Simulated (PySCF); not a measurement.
Calculated NMR data

One conformer, averaged over atoms made equivalent by symmetry, fast rotation or ring inversion, relativity neglected, in vacuum. GIAO PBE0/pcSseg-1 shieldings; spin–spin couplings from B3LYP/pcJ-1 (spin–dipole term left out of most H,H and C,H couplings); structure optimised with GFN2-xTB; PySCF.

References, each an isolated molecule treated in the same way: TMS for ¹H and ¹³C. Multiplet labels drop J under 1 Hz and among equivalent protons, and merge close values. Unscaled 3J(H,H) run several per cent high. Splittings of carbon signals by F and P are missing where no couplings were computed. Where no couplings were computed, multiplicities follow the n + 1 count of equivalent neighbours, and m marks all less simple cases (inequivalent or close neighbours, rings, F or P nearby). Shifts are as computed. Against solution values, carbons near 30 ppm lie about +3 ppm off and those near 130 ppm about +5 ppm. Of 1211 compounds with measured shifts, 218 miss one by over three times the rms of a fit or turn the order of signals round; such compounds aren't used in these exercises.

**1.** SMILES C=CC1=NC1, C4H5N. ¹H NMR (500 MHz, computed): δ 7.45 (dd, J = 18.3, 11.7 Hz, 1H), 6.72 (d, J = 11.7 Hz, 1H), 6.41 (d, J = 18.3 Hz, 1H), 1.31 (s, 2H). ¹³C{¹H} NMR (computed): δ 173.8, 143.1, 130.2, 19.7.

**2.** `C=C1C=C(C(F)(F)F)/C1=C/OC`, C8H7F3O. ¹H NMR (500 MHz, computed): δ 6.87 (m, 1H), 6.24 (s, 1H), 5.58 (br s, 1H), 5.41 (br s, 1H), 3.86 (s, 3H). ¹³C{¹H} NMR (computed): δ 149.6 (C), 149.5 (C), 144.3 (CH), 143.0 (CH), 129.9 (C), 122.7 (C), 112.3 (CH2), 61.1 (CH3).

**3.** SMILES Cc1cncpc1C=O, C6H6NOP. ¹H NMR (500 MHz, computed): δ 10.98 (m, 1H), 10.67 (m, 1H), 9.26 (m, 1H), 3.00 (s, 3H). ¹³C{¹H} NMR (computed): δ 201.5 (CH), 189.0 (CH), 178.0 (C), 156.7 (CH), 144.0 (C), 26.5 (CH3).
